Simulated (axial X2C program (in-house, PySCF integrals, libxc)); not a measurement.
**Bond lengths and stretching modes, held linear, of CaCN⁻**

Computed with an axial X2C code built on PySCF integrals: two-component X2C with atomic mean-field Coulomb and Gaunt terms, Gaussian nuclei, basis Ca dyall-v3z, C dyall-v3z, N dyall-av3z with contracted cores. Spin-free rows use the one-electron spin-free X2C Hamiltonian.

Masses Ca 39.963, C 12.000, N 14.003 u. States: 2c Ω = 0 (all partner blocks equally filled); spin-free M_S = 0, Λ = 0 (closed shell).

MP2, 2c: energies above the lowest point

```tsv
r(Ca–C) (Å)	r(C–N) (Å)	E (meV)
2.4346	1.1349	144.25
2.4346	1.1640	32.89
2.4346	1.1931	15.10
2.4970	1.1349	129.29
2.4970	1.1640	17.86
2.4970	1.1931	0.00
2.4970	1.2222	58.49
2.5594	1.1349	132.88
2.5594	1.1640	21.25
2.5594	1.1931	3.25
2.6218	1.1640	38.94
2.6218	1.2222	78.84
```

Problem. Fit a quadratic surface with cubic terms in each bond: where is the minimum, and what are the two stretching wavenumbers?

Solution. At MP2, 2c: bonds 2.515 and 1.185 Å; harmonic stretches 274.1 and 2025.9 cm⁻¹; force constants 0.707, 15.4 and coupling -0.01 mdyn/Å.

The other levels and Hamiltonians give:

```json
{"Hamiltonian": "2c", "level": "PBE0", "r(Ca–C) (Å)": "2.494", "r(C–N) (Å)": "1.163", "lower stretch (cm⁻¹)": "280.1", "upper stretch (cm⁻¹)": "2221.4"}
{"Hamiltonian": "2c", "level": "HF", "r(Ca–C) (Å)": "2.556", "r(C–N) (Å)": "1.143", "lower stretch (cm⁻¹)": "274.7", "upper stretch (cm⁻¹)": "2387.3"}
{"Hamiltonian": "2c", "level": "B3LYP", "r(Ca–C) (Å)": "2.517", "r(C–N) (Å)": "1.163", "lower stretch (cm⁻¹)": "270.1", "upper stretch (cm⁻¹)": "2197.3"}
{"Hamiltonian": "spin-free", "level": "PBE0", "r(Ca–C) (Å)": "2.494", "r(C–N) (Å)": "1.162", "lower stretch (cm⁻¹)": "280.1", "upper stretch (cm⁻¹)": "2221.4"}
{"Hamiltonian": "spin-free", "level": "HF", "r(Ca–C) (Å)": "2.555", "r(C–N) (Å)": "1.142", "lower stretch (cm⁻¹)": "274.8", "upper stretch (cm⁻¹)": "2387.4"}
{"Hamiltonian": "spin-free", "level": "B3LYP", "r(Ca–C) (Å)": "2.517", "r(C–N) (Å)": "1.163", "lower stretch (cm⁻¹)": "270.1", "upper stretch (cm⁻¹)": "2197.3"}
{"Hamiltonian": "spin-free", "level": "MP2", "r(Ca–C) (Å)": "2.515", "r(C–N) (Å)": "1.185", "lower stretch (cm⁻¹)": "274.2", "upper stretch (cm⁻¹)": "2026.0"}
```

Each state is one determinant, the lowest of a limited PBE0 search; the stretches come from a fit to these few points and carry an uncertainty of a few per cent. Other orders of the atoms were not compared. MP2 freezes inner shells (threshold -2 hartree). For an anion the highest level of a functional can be positive, and the basis then holds the extra electron. The molecule was held linear; bending was not examined, so a bent shape may lie lower.
